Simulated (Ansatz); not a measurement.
The lowest singlet and triplet of CHBr (SMILES [CH]Br); geometries from B3LYP-D3(BJ)/def2-TZVP, each state relaxed from the structure named, with no frequency check.
Singlet (charge 0, multiplicity 1):
| atom | x (Å) | y (Å) | z (Å) |
|---|---|---|---|
| C | -1.4277 | 0.6063 | 0.0000 |
| Br | 0.3028 | -0.0947 | 0.0000 |
| H | -2.0332 | -0.3225 | 0.0000 |
Triplet (charge 0, multiplicity 3):
```
atom    x (Å)    y (Å)   z (Å)
----  -------  -------  ------
C     -1.4461   0.3920  0.0000
Br     0.3135  -0.0591  0.0000
H     -2.2943  -0.2828  0.0000
```

A positive gap puts the triplet lower; no zero-point energy. R- takes a restricted singlet. U- takes an unrestricted singlet (broken symmetry where lower, unprojected). The triplet is unrestricted in single-reference levels. Active spaces average the two states.

Frozen-core correlation. Filled d and f shells under p-block atoms count as core.

Codes used: Ansatz (Gaussian orbitals). Values without a source in brackets are computed.

```json
[
 {"level": "U-PBE0/def2-TZVPP (spin-contaminated)", "gap E(singlet) − E(triplet), adiabatic (kJ/mol)": "-2.1"},
 {"level": "R-BHLYP/def2-TZVPP", "gap E(singlet) − E(triplet), adiabatic (kJ/mol)": "2.7"},
 {"level": "U-wB97X-V/def2-TZVPP (spin-contaminated)", "gap E(singlet) − E(triplet), adiabatic (kJ/mol)": "-16.6"},
 {"level": "R-MP2/cc-pVTZ", "gap E(singlet) − E(triplet), adiabatic (kJ/mol)": "-5.4"},
 {"level": "U-CCSD/cc-pVTZ (spin-contaminated)", "gap E(singlet) − E(triplet), adiabatic (kJ/mol)": "-7.0"},
 {"level": "U-CCSD/cc-pVQZ (spin-contaminated)", "gap E(singlet) − E(triplet), adiabatic (kJ/mol)": "-8.7"},
 {"level": "R-CCSD(T)/cc-pVTZ", "gap E(singlet) − E(triplet), adiabatic (kJ/mol)": "-19.1"},
 {"level": "R-CCSD(T)/cc-pVQZ", "gap E(singlet) − E(triplet), adiabatic (kJ/mol)": "___"},
 {"level": "FIC-MRCISD+Q on SA-CASSCF(2,2)/cc-pVQZ", "gap E(singlet) − E(triplet), adiabatic (kJ/mol)": "___"}
]
```

Question: Some entries are withheld; supply them.

Answer: 
- R-CCSD(T)/cc-pVQZ, gap E(singlet) − E(triplet), adiabatic (kJ/mol): -21.2
- FIC-MRCISD+Q on SA-CASSCF(2,2)/cc-pVQZ, gap E(singlet) − E(triplet), adiabatic (kJ/mol): -18.5

Doubts at one or more of the structures used: a restricted determinant that unrestricted orbitals would lower (R-BHLYP/def2-TZVPP, R-MP2/cc-pVTZ, R-CCSD(T)/cc-pVTZ, R-CCSD(T)/cc-pVQZ); T1 above 0.05 (U-CCSD/cc-pVTZ (spin-contaminated), U-CCSD/cc-pVQZ (spin-contaminated)).

Ansatz is a first-principles code.
